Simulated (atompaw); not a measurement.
**Pseudopotential generation for Ba: PAW (atompaw), PBE, scalar-relativistic.**

```
Element                 : barium (Ba)
Generator               : atompaw 4.2.0.5
Type                    : PAW
Functional              : PBE
Relativity              : scalar-relativistic
Frozen core             : [Xe]
Valence charge          : 2
Reference configuration : 5d0 6s2 6p0
Partial waves           : 6s (bound): rc 3.00 bohr; 6s channel at 1.95 Ry: rc 3.00 bohr; 6p (bound, empty): rc 3.00 bohr; 6p channel at 2.65 Ry: rc 3.00 bohr; 5d (bound, empty): rc 3.00 bohr; 5d channel at 3 Ry: rc 3.00 bohr
Local potential         : ultrasoft scheme with l = 3 at 0 Ry, radius 2.65 bohr
Core correction         : smooth core density matched at 1.95 bohr
Augmentation charge     : besselshape compensation charge, radius 2.25 bohr; PAW radius 3.00 bohr; waves and projectors: custom polynom2 7 10 vanderbiltortho
```

All-electron outer shells of the reference configuration (PBE, scalar-relativistic, ld1.x):

```csv
shell,level (eV),outermost node (bohr),outermost maximum (bohr)
5s,-33.67,0.80,1.47
5p,-18.74,0.86,1.67
6s,-3.23,1.97,4.16
5d,-2.02,1.00,2.49
6p,-1.24,2.36,5.40
```

Q: Estimate the cutoffs (Ry, on a coarse ladder) from which the occupation-weighted sum of valence levels, in a spherical-Bessel basis at the reference potential, stays within 10 and 1 mRy of its value at 400 Ry.

A: 6 Ry and 8 Ry. The cutoffs count occupied waves only; the empty 5d level needs 10 Ry at the loose tolerance.

Q: Does the potential have ghost states?

A: Ghost states, extra bound levels that the all-electron valence spectrum of the same l lacks: s at -72.8 eV, p at -20.6 eV. A true bound ghost makes a file unfit for plane-wave use. The logarithmic derivative shows an extra or strongly shifted pseudo pole above the reference energy (s near 0.14 Ry).

Q: Is the overlap operator S = 1 + Σ q|β⟩⟨β| positive definite (Bessel basis up to 400 Ry)?

A: Yes: its lowest eigenvalue is 0.35 (s channel).
